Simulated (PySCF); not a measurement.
Bond stretch in AsH, triplet.

Methods: UHF/cc-pVTZ (PySCF); ROHF/cc-pVTZ (PySCF); UKS-r2SCAN = unrestricted r2SCAN/cc-pVTZ (PySCF).

Magnitude of the dipole moment (D; its direction can reverse along the curve, and a method can change to another solution) and Mulliken charge of the fragment that holds As1:

| R / Å | μ UHF | q UHF | μ ROHF | q ROHF | μ UKS-r2SCAN | q UKS-r2SCAN |
|---|---|---|---|---|---|---|
| 1.15 | 0.95 | 0.01 | 0.94 | 0.01 | 0.85 | -0.01 |
| 1.23 | 0.83 | 0.01 | 0.82 | 0.00 | 0.73 | -0.02 |
| 1.30 | 0.72 | 0.01 | 0.71 | 0.01 | 0.63 | -0.02 |
| 1.38 | 0.58 | 0.02 | 0.57 | 0.02 | 0.50 | -0.01 |
| 1.45 | 0.46 | 0.03 | 0.44 | 0.03 | 0.39 | 0.01 |
| 1.48 | 0.40 | 0.03 | 0.39 | 0.03 | 0.34 | 0.01 |
| 1.53 | 0.31 | 0.04 | 0.29 | 0.04 | 0.26 | 0.02 |
| 1.60 | 0.17 | 0.05 | 0.15 | 0.05 | 0.14 | 0.02 |
| 1.61 | 0.15 | 0.05 | 0.13 | 0.05 | 0.12 | 0.03 |
| 1.67 | 0.03 | 0.06 | 0.00 | 0.06 | 0.02 | 0.03 |
| 1.76 | 0.16 | 0.07 | 0.19 | 0.07 | 0.13 | 0.04 |
| 1.91 | 0.42 | 0.07 | 0.54 | 0.08 | 0.37 | 0.05 |
| 2.06 | 0.47 | 0.06 | 0.89 | 0.10 | 0.59 | 0.06 |

The scan ran from 1.15 to 6.14 Å; beyond the distances shown one of the unrestricted levels run for this scan, shown here or not, changes its spin distribution in one step. The unrestricted determinant behind UHF is spin-contaminated at 2.06 Å (<S²> up to 2.3, against 2.00 for a pure triplet).
